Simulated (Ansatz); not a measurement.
Nudged elastic band run: C₄H₁₁AlSi

Input file:

```yaml
crystal:
  periodic: [false, false, false]
  atoms:
    - { symbol: C, position_ang: [-2.173927, -0.983571, -0.135037] }
    - { symbol: C, position_ang: [-0.821351, -0.996087, -0.210064] }
    - { symbol: Al, position_ang: [-0.037373, -1.268012, -2.000401] }
    - { symbol: C, position_ang: [0.03146, -0.851279, 1.035206] }
    - { symbol: Si, position_ang: [0.563949, 0.985253, 1.363007] }
    - { symbol: C, position_ang: [1.404178, 1.799817, -0.157993] }
    - { symbol: H, position_ang: [-2.705739, -0.897726, 0.81572] }
    - { symbol: H, position_ang: [-2.808333, -1.060592, -1.015813] }
    - { symbol: H, position_ang: [-1.031767, -1.271988, -3.260643] }
    - { symbol: H, position_ang: [1.537844, -1.525203, -2.184363] }
    - { symbol: H, position_ang: [-0.510252, -1.189066, 1.931366] }
    - { symbol: H, position_ang: [0.948423, -1.451171, 0.969785] }
    - { symbol: H, position_ang: [-0.656636, 1.779966, 1.745794] }
    - { symbol: H, position_ang: [1.517951, 1.011868, 2.531486] }
    - { symbol: H, position_ang: [0.698593, 1.902844, -0.99028] }
    - { symbol: H, position_ang: [1.760585, 2.802932, 0.100153] }
    - { symbol: H, position_ang: [2.263597, 1.211515, -0.497524] }
basis:
  gaussian: { orbitals: "6-31G" }
hamiltonian:
  xc: b3lyp
neb:
  order_check: false
  images: 5
  f_tol: 0.5
  max_iterations: 36
  initial_path: idpp
  final_atoms:
    - { symbol: C, position_ang: [-1.91664823, -0.5115477, -0.6824587] }
    - { symbol: C, position_ang: [-0.70084183, -1.01259367, -0.35720055] }
    - { symbol: Al, position_ang: [0.19648247, -2.13296965, -1.71560905] }
    - { symbol: C, position_ang: [-0.07647713, -0.74189546, 0.99612679] }
    - { symbol: Si, position_ang: [1.24479348, 0.67367868, 0.8913457] }
    - { symbol: C, position_ang: [0.43388868, 2.37525858, 0.55166835] }
    - { symbol: H, position_ang: [-2.51516426, 0.07259793, 0.02134901] }
    - { symbol: H, position_ang: [-2.36825575, -0.66538943, -1.66076723] }
    - { symbol: H, position_ang: [-0.47098124, -2.20839842, -3.17423754] }
    - { symbol: H, position_ang: [1.50710048, -2.98785896, -1.354309] }
    - { symbol: H, position_ang: [-0.83329453, -0.44282939, 1.73699209] }
    - { symbol: H, position_ang: [0.43139078, -1.63022747, 1.3932598] }
    - { symbol: H, position_ang: [2.03835881, 0.72464623, 2.17287465] }
    - { symbol: H, position_ang: [2.20136665, 0.33513932, -0.2270768] }
    - { symbol: H, position_ang: [-0.18821531, 2.68475016, 1.3987591] }
    - { symbol: H, position_ang: [1.19769764, 3.14315494, 0.38942847] }
    - { symbol: H, position_ang: [-0.19999874, 2.32398432, -0.33974609] }
```

Command:

```bash
$ ansatz run input.yaml --threads 1 --pin off --max-ram 2048MiB --backend cpu --events-out ev --progress --plain --runs-dir out
```

Output, in part (warnings, iteration lines, the closing report on the highest movable image, with atoms numbered from 0):

```
NEB end point (image 0): max|allowed force component| = 9.115e-3 eV/Å (the criterion of neb.relax_end_points is 1.000e-1)
NEB end point (image 6): max|allowed force component| = 1.038e-2 eV/Å (the criterion of neb.relax_end_points is 1.000e-1)
NEB iter   1: max|band force component| = 8.447e-1 eV/Å  barrier→ = 0.1783 eV  barrier← = 0.2066 eV  Δτ_max = 0.1365 Å  (175 SCF iters)
NEB iter   2: max|band force component| = 5.329e-1 eV/Å  barrier→ = 0.1104 eV  barrier← = 0.1387 eV  Δτ_max = 0.1455 Å  (125 SCF iters)
NEB iter   3: max|band force component| = 7.623e-1 eV/Å  barrier→ = 0.1134 eV  barrier← = 0.1417 eV  Δτ_max = 0.0526 Å  (121 SCF iters)
NEB iter   4: max|band force component| = 1.318e-1 eV/Å  barrier→ = 0.0818 eV  barrier← = 0.1101 eV  CI = image 3  Δτ_max = 0.0000 Å  (254 SCF iters)
Total energy: -18799.23754613 eV, -690.8592372392 hartree
Atom 0 at    -1.840914    -1.001799    -0.698194 Å, force     0.017309     0.112943    -0.024338 eV/Å
Atom 1 at    -0.540813    -1.079596    -0.324692 Å, force     0.009568    -0.062515     0.072620 eV/Å
Atom 2 at     0.719435    -1.760880    -1.682830 Å, force    -0.005583     0.000195     0.009487 eV/Å
Atom 3 at    -0.129183    -0.771534     1.104039 Å, force    -0.034712    -0.067501    -0.014119 eV/Å
Atom 4 at     0.644492     0.993215     1.403623 Å, force     0.006492    -0.015112     0.008487 eV/Å
Atom 5 at     0.484685     2.201343    -0.075928 Å, force     0.000066     0.044843    -0.006135 eV/Å
Atom 6 at    -2.628886    -0.704411    -0.000815 Å, force    -0.001466    -0.043820    -0.013085 eV/Å
Atom 7 at    -2.171981    -1.211706    -1.713518 Å, force     0.001749    -0.004774     0.009910 eV/Å
Atom 8 at     0.151027    -2.029837    -3.159601 Å, force     0.000994     0.011006    -0.001576 eV/Å
Atom 9 at     2.245857    -2.093246    -1.307756 Å, force     0.004688     0.014884    -0.001650 eV/Å
Atom 10 at    -0.996842    -0.848203     1.776036 Å, force     0.010342     0.004279    -0.017067 eV/Å
Atom 11 at     0.614550    -1.495078     1.464017 Å, force    -0.024916     0.009978    -0.007498 eV/Å
Atom 12 at    -0.045501     1.591722     2.604048 Å, force     0.023270     0.026436    -0.008266 eV/Å
Atom 13 at     2.102214     0.844075     1.762531 Å, force    -0.002829     0.011194    -0.022689 eV/Å
Atom 14 at    -0.563703     2.382021    -0.334993 Å, force     0.003710    -0.031928     0.017672 eV/Å
Atom 15 at     0.942666     3.159796     0.193745 Å, force    -0.014605     0.006119    -0.027607 eV/Å
Atom 16 at     0.994100     1.823618    -0.969313 Å, force     0.005922    -0.016227     0.025852 eV/Å
Dipole moment:    -0.153163     0.068060     0.032506 e Å
```

The forces met the threshold. The threshold of 0.5 eV/Å is loose, so the images may lie well off the minimum-energy path. The order of the stationary point at the top wasn't checked. Limits of this set-up: no polarisation functions.

Final band (atoms are numbered from 1 in the order of the input):

| image | path coordinate (Å) | energy (kcal/mol) | dihedral C2–C4–Si5–H13 (°) |
| --- | --- | --- | --- |
| 0 | 0.00 | 0.0 | 69 |
| 1 | 1.21 | 0.6 | 87 |
| 2 | 2.42 | 1.6 | 109 |
| 3 | 3.64 | 1.9 | 132 |
| 4 | 4.85 | 1.0 | 154 |
| 5 | 6.07 | -0.1 | 174 |
| 6 | 7.28 | -0.7 | -169 |

The run took 2.7 min on 1 CPU thread of a shared host.
